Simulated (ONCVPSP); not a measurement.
Co: ONCV pseudisation with PBEsol, scalar-relativistic reference atom.

| Quantity | Value |
| --- | --- |
| Element | Co |
| Generator | ONCVPSP 4.0.1 |
| Type | optimised norm-conserving Vanderbilt (ONCV) |
| Functional | PBEsol |
| Relativity | scalar-relativistic |
| Frozen core | [Ne] |
| Valence charge | 17 |
| Reference configuration | 3s2 3p6 3d7 4s2 |
| Partial waves | 3s+4s: rc 1.55 bohr, ncon 4, nbas 9, qcut 8.5 1/bohr, 3 projectors, debl 3.4 Ha; 3p: rc 0.75 bohr, ncon 4, nbas 8, qcut 13.1 1/bohr, 1 projector; 3d: rc 1.30 bohr, ncon 3, nbas 8, qcut 14.7 1/bohr, 2 projectors, debl 1.6 Ha |
| Local potential | polynomial inside 0.50 bohr (lpopt 3, dvloc0 0 Ha) |
| Core correction | Teter function, parameters optimised by the program |

(1) Estimate the cutoffs (Ha) at which the residual kinetic energy of the hardest occupied pseudo-wave falls to 1 and 0.1 mHa per electron.

(2) Does the potential have ghost states?

(3) Tests: 3s2 3p6 3d7 4s1; 3s2 3p6 3d7 4s0; 3s2 3p6 3d6 4s0; 3s2 3p6 3d6 4s2. Which has the largest error in its energy relative to the reference configuration, and how large is it?

## Answers

(1) 71 Ha and 109 Ha.

(2) No bound ghost flagged; GHOST(+) flagged for s at 371.1 eV.

(3) 3s2 3p6 3d6 4s2, with +15 meV (all-electron minus pseudo) on +15.21 eV.
